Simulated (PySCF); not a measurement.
Basis-set dependence of excited states

Species: phosphorus tribromide, PBr3.
Numbering: `[Br:1][P:2]([Br:3])[Br:4]`

TDDFT with PBE0 (PySCF), vertical singlets, core orbitals frozen in the response, spherical d and f functions. Isolated species at its PBE0-D3(BJ)/def2-SVP geometry, gas phase. The PBE0/6-31G* calculation is non-relativistic and has no spin–orbit coupling, an omission that weighs most on bromine.

```
      basis  functions  diffuse  S1 (eV)  S2 (eV)  S3 (eV)  S4 (eV)  S5 (eV)  LUMO (eV)  α (au)
     6-31G*        114       no     4.33     4.77     4.91     4.91     5.25      -2.42    73.9
   def2-SVP        114       no     4.45     4.90     4.97     4.98     5.34      -2.13    71.3
aug-cc-pVDZ        135      yes     4.31     4.77     4.89     4.90     5.24      -2.39    92.7
  def2-TZVP        181       no     4.42     4.94     4.94     4.95     5.35      -2.17    85.0
 def2-TZVPD        214      yes     4.36     4.88     4.91     4.91     5.30      -2.27    95.4
aug-cc-pVTZ        227      yes     4.35     4.86     4.91     4.91     5.30      -2.29    95.2
```

Q: How much do these states and the polarisability depend on the basis?

A: States are compared by their number. Against the largest diffuse basis here (aug-cc-pVTZ, itself not a converged limit), sets without diffuse functions differ by up to 0.10 eV in S1 and 0.06 eV in S5; the smaller diffuse sets differ by up to 0.04 and 0.06 eV. State by state, the largest deviation of a set without diffuse functions is S1 0.10, S2 0.09, S3 0.07, S4 0.07, S5 0.06 eV. The same number needn't mean the same state in each row. Against aug-cc-pVTZ the polarisability deviates by -22% in 6-31G*, -25% in def2-SVP, -3% in aug-cc-pVDZ, -11% in def2-TZVP, 0% in def2-TZVPD.
